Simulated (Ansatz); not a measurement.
Cartesian coordinates in Å:
```
O -1.376 -0.773 0.204
C -0.131 -0.388 -0.203
F 0.609 -1.516 -0.496
B 0.251 1.004 -0.739
N 0.593 0.598 0.515
H -1.285 -1.524 0.803
H 0.325 1.898 -1.508
H 1.015 0.701 1.425
```

Charge 0, multiplicity 1.

(1) List the B3LYP/def2-TZVPP orbital energies in eV (Ansatz). (An estimate is asked.)

Results:

(1) The calculation gave: Occupied: -671.37, -521.12, -390.37, -280.78, -184.20, -33.02, -28.79, -25.83, -18.36, -16.21, -15.30, -13.78, -12.57, -11.78, -10.99, -10.10, -9.68, -8.74, -7.63. Lowest empty: -0.52, 0.57, 1.05, 1.92, 2.10, 2.54, 3.36, 4.26.

B3LYP here is the variant with VWN-RPA as its local correlation; programs differ in this.
